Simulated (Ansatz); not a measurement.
Basis sets compared for the cluster Au2Se (the lowest singlet isomer of a short search). Charge 0, multiplicity 1. Geometry r2SCAN-D4/def2-TZVP. Ansatz on 4 threads of Arm Neoverse V1 on a shared host; times are rough, and most runs start from earlier orbitals.

```xyz
3

Au   -1.643    0.389   -0.104
Au    1.515    0.747    0.105
Se    0.128   -1.136   -0.001
```

In the def2 sets Au takes a core potential; there is no spin–orbit coupling. The structure comes from a short search, and lower isomers may exist.

Binding counts from free atoms (Au doublet, Se triplet) in the same basis, without a counterpoise term.

```tsv
level	functions	energy (Eh)	HOMO (eV)	LUMO (eV)	binding per atom (eV)	wall time
PBE-D4/def2-SVP	96	-2672.5019	-5.22	-3.84	1.74	0.95 s
PBE-D4/def2-TZVP	128	-2672.8127	-5.27	-3.91	1.78	1.5 s
r2SCAN-D4/def2-TZVP	128	-2673.1854	-5.41	-3.70	1.74	3.5 s
PBE0-D4/def2-SVP	96	-2672.4771	-6.16	-2.98	1.57	1.6 s
PBE0-D4/def2-TZVP (with forces)	128	-2672.7879	-6.19	-3.03	1.62	3.6 s
```

Q: Estimate the rows for PBE-D4/def2-TZVPD, r2SCAN-D4/def2-TZVPD, PBE0-D4/def2-TZVPD.

A: 
```json
{"level": "PBE-D4/def2-TZVPD", "functions": "143", "energy (Eh)": "-2672.8147", "HOMO (eV)": "-5.29", "LUMO (eV)": "-3.92", "binding per atom (eV)": "1.79", "wall time": "1.8 s"}
{"level": "r2SCAN-D4/def2-TZVPD", "functions": "143", "energy (Eh)": "-2673.1874", "HOMO (eV)": "-5.42", "LUMO (eV)": "-3.71", "binding per atom (eV)": "1.76", "wall time": "3.9 s"}
{"level": "PBE0-D4/def2-TZVPD", "functions": "143", "energy (Eh)": "-2672.7898", "HOMO (eV)": "-6.20", "LUMO (eV)": "-3.03", "binding per atom (eV)": "1.63", "wall time": "2.6 s"}
```
